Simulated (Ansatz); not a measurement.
A trace of molecular dynamics of C2H5NSi (9 atoms, charge 0, multiplicity 1).

Method: RKS CAM-B3LYP/6-31G* in Ansatz.

```yaml
ensemble: NVE (velocity Verlet)
starting_velocities_drawn_for: 300 K
seed: 12678
```

```
time (fs)  T (K)  potential energy less start (eV)  conserved less start (meV/atom)
      0.0    300                             0.000                             0.00
      4.0    266                             0.031                             0.03
      8.0    314                            -0.013                             0.00
     12.0    324                            -0.022                             0.01
     16.0    316                            -0.015                             0.02
     20.0    334                            -0.031                            -0.01
     24.0    301                            -0.001                             0.01
     28.0    288                             0.011                             0.00
     32.0    288                             0.011                             0.02
     36.0    275                             0.022                             0.00
     40.0    195                             0.095                             0.03
     44.0    236                             0.058                             0.01
     48.0    303                            -0.002                            -0.01
     52.0    309                            -0.008                             0.01
     56.0    344                            -0.040                             0.01
     60.0    324                            -0.022                             0.00
     64.0    183                             0.106                             0.01
     68.0    126                             0.157                             0.03
     72.0    260                             0.036                            -0.01
     76.0    292                             0.007                             0.01
     80.0    291                             0.008                             0.01
     84.0    296                             0.004                             0.01
     88.0    303                            -0.002                             0.01
     92.0    326                            -0.024                            -0.01
     96.0    316                            -0.015                             0.01
    100.0    312                            -0.011                             0.01
```

Problem. Can this run be trusted? Judge the integration.

Solution. The conserved energy stayed within 0.042 meV per atom of its start (net change 0.0086 meV per atom), so the integration is sound. A run of 0.1 ps of so small a system gives no equilibrium averages. The orbitals stay closed-shell, which can raise the energy where a bond breaks towards radicals; this wasn't checked here. The time step was 0.5 fs.

Run time: 5.9 min on 2 threads of Arm Neoverse V1, with other jobs on the host, peak memory 0.15 GiB.
